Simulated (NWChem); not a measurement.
Molecule: CH4N2SSr

```xyz
9

Sr    -0.0392    -0.1227     0.2715
S     -0.0226    -2.8462    -0.2692
H      1.2993    -2.9123    -0.5511
C      0.0337     2.6491    -0.3192
N     -1.1379     2.0422    -0.2072
N      1.1684     1.9936    -0.1219
H      0.0668     3.7261    -0.5868
H     -1.9167     2.6618    -0.4001
H      1.9843     2.5808    -0.2528
```
Atoms are numbered in this order, from 1.

Computed with NWChem. Structure relaxed at the PBE0/def2-SVP level. Not confirmed as a minimum by frequencies. def2 effective core potentials on Sr; no spin-orbit coupling. Ions are spin-unrestricted doublets at the neutral geometry; other ion states weren't tried.

Estimate the computed values for PBE0/def2-SVP. Quantities: vertical ionisation energy, ΔSCF (eV); −ε(HOMO) (eV).


- vertical ionisation energy, ΔSCF (eV) = 7.77
- −ε(HOMO) (eV) = 5.69
